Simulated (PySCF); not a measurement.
From one molecule to another.

First species: C8H14FP.
SMILES: `CC(C)(C)P1CCC=C1F`

Second species: C6H14NP.
Structure used (GFN2-xTB), in Å, numbered top down from 1:
```xyz
22
C6H14NP angstrom
C      0.2690    2.9152   -0.1642
C     -0.7347    2.0741    0.0271
P     -0.5790    0.4688    0.8825
C     -1.7336   -0.4689   -0.2735
C     -1.7648   -1.9512    0.0712
N      0.9918    0.0293    0.3943
C      1.3532   -0.1385   -0.9957
C      1.7506   -0.8265    1.2820
H      1.2741    2.6506    0.1211
H      0.1329    3.8852   -0.6164
H     -1.7499    2.3561   -0.2295
H     -1.4296   -0.3169   -1.3130
H     -2.7285   -0.0358   -0.1449
H     -2.4715   -2.4828   -0.5648
H     -2.0597   -2.0915    1.1097
H     -0.7820   -2.3994   -0.0643
H      1.1608   -1.1552   -1.3628
H      0.8001    0.5712   -1.6084
H      2.4216    0.0639   -1.1121
H      2.8085   -0.5518    1.2383
H      1.6662   -1.8889    1.0219
H      1.3939   -0.6877    2.3010
```

Levels: PBE0/pcSseg-1 for HOMO energy, LUMO energy and HOMO–LUMO gap. Geometries: GFN2-xTB. Each structure is a single optimised conformer of the isolated species, non-relativistic unless stated. Electronic properties by PySCF.

The conformers computed, where there is a choice (atom-mapped SMILES and torsion angles):
- `[CH2:1]=[CH:2][P:3]([CH2:4][CH3:5])[N:6]([CH3:7])[CH3:8]`: C1–C2–P3–C4 -141°, C2–P3–C4–C5 175°, C2–P3–N6–C7 -60°

The conformers of `CC(C)(C)P1CCC=C1F` aren't listed.

Values for the first species:

* HOMO energy: -6.41 eV
* LUMO energy: 0.08 eV
* HOMO–LUMO gap: 6.49 eV

Estimate the same properties for the second species, and the change in each.

```json
{"property": "HOMO energy", "first": "-6.41 eV", "second": "-6.26 eV", "second less first": "+0.15 eV"}
{"property": "LUMO energy", "first": "0.08 eV", "second": "-0.04 eV", "second less first": "-0.12 eV"}
{"property": "HOMO–LUMO gap", "first": "6.49 eV", "second": "6.22 eV", "second less first": "-0.27 eV"}
```

